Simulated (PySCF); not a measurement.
## Exact mass, isotope pattern and composition

Species: `C=C[SiH](N)N`.

Calculated for natural abundance.

(1) Find the molar and monoisotopic masses of C2H8N2Si.

(2) Work out the cluster of the molecular ion M+•, one line a nominal mass.

(3) Elemental analysis, calculated?

(4) What resolving power m/Δm just matches the spacing of the species with one 29Si and with one 13C?

(5) Which singly substituted isotopologues are there?

## Answers

(1) For C2H8N2Si, with standard atomic weights, 2 × 12.011 + 1 × 28.085 + 2 × 14.007 + 8 × 1.008 = 88.185 g/mol. From the most abundant isotopes (12C, 28Si, 14N, 1H), 2 × 12.000000 + 1 × 27.976927 + 2 × 14.003074 + 8 × 1.007825 = 88.0457 u.

(2) 
```csv
nominal mass,m/z (centroid),relative intensity
88,88.0451,100.0
89,89.0456,8.1
90,90.0422,3.5
91,91.0439,0.1
```

Lines under 0.1 % of the tallest are left out. One electron mass, 0.00055 u, is taken off.

(3) C 27.24 %, Si 31.85 %, N 31.77 %, H 9.14 %.

(4) They lie 0.00379 u apart at mass 89.05, so m/Δm is about 24000.

(5) Intensity in % of the monoisotopic species:

```csv
isotope,mass shift (u),m/z,intensity (%)
15N,+0.99703,89.0422,0.74
29Si,+0.99957,89.0447,5.08
13C,+1.00335,89.0485,2.16
2H,+1.00628,89.0514,0.09
30Si,+1.99684,90.0420,3.35
```

Species under 0.02 % are left out.
